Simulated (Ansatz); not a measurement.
`CC(C)BO` + H₂ → `CCBO` + CH₄  (hydrogenolysis of a C–C bond)

Computed with Ansatz on PBE0-D4/def2-TZVP structures; ΔE is electronic, products minus reactants. CCSD(T)/CBS adds triple-zeta CCSD(T) − MP2 to the extrapolated MP2 energy (def2 sets, frozen cores). This one scheme is used for every species. DFT in def2-TZVPP. B3LYP here is the variant with VWN-RPA as its local correlation; programs differ in this. HSE06 is defined as in plane-wave codes. One conformer a species, not always the lowest.

```
             level  ΔE (kJ/mol)  difference from CCSD(T)/CBS
       LDA (SPW92)        -65.9                          3.8
            PBE-D4        -70.2                         -0.5
         revPBE-D4        -64.1                          5.6
           BLYP-D4        -71.8                         -2.1
         r2SCAN-D4        -72.9                         -3.2
            B97M-V        -79.4                         -9.7
           PBE0-D4        -73.0                         -3.3
        r2SCANh-D4        -73.6                         -3.9
        r2SCAN0-D4        -74.6                         -4.9
          HSE06-D4        -73.3                         -3.6
          BHLYP-D4        -78.8                         -9.1
      CAM-B3LYP-D4        -76.7                         -7.0
           ωB97M-V        -72.4                         -2.7
            B2PLYP        -78.6                         -8.9
          PBE-QIDH        -73.5                         -3.8
               PBE        -76.7                         -7.0
            revPBE        -81.4                        -11.7
              BLYP        -85.4                        -15.7
            r2SCAN        -74.7                         -5.0
             B3LYP        -85.3                        -15.6
           r2SCANh        -75.6                         -5.9
           r2SCAN0        -76.7                         -7.0
             HSE06        -78.5                         -8.8
             BHLYP        -86.3                        -16.6
         CAM-B3LYP        -82.4                        -12.7
           LC-ωPBE        -78.5                         -8.8
RPA@PBE/def2-TZVPP        -67.5                          2.2
      MP2/def2-SVP        -67.0                          2.7
     CCSD/def2-SVP        -74.1                         -4.4
  CCSD(T)/def2-SVP        -70.2                         -0.5
     HF/def2-TZVPP        -93.3                        -23.6
    MP2/def2-TZVPP        -66.1                          3.6
SCS-MP2/def2-TZVPP        -70.4                         -0.7
   CCSD/def2-TZVPP        -74.6                         -4.9
CCSD(T)/def2-TZVPP        -70.2                         -0.5
     HF/def2-QZVPP        -93.1                        -23.4
    MP2/def2-QZVPP        -65.8                          3.9
SCS-MP2/def2-QZVPP        -70.2                         -0.5
     MP2/CBS(def2)        -65.6                          4.1
    CCSD/CBS(def2)        -74.1                         -4.4
       CCSD(T)/CBS        -69.7                            0
```

Largest T1 diagnostic among the species: 0.011.

The D4 term adds +10.1 kJ/mol with B3LYP and +5.6 kJ/mol with PBE0; it sums over pairs of atoms, weighted by their polarisabilities, and B3LYP, whose exchange is more repulsive, gets the larger term. Leaving LDA and LC-ωPBE aside and taking each functional with its dispersion term where it has one, the values spread over 15.3 kJ/mol, from B97M-V to revPBE-D4. LDA lies +10.8 kJ/mol from PBE without D4.
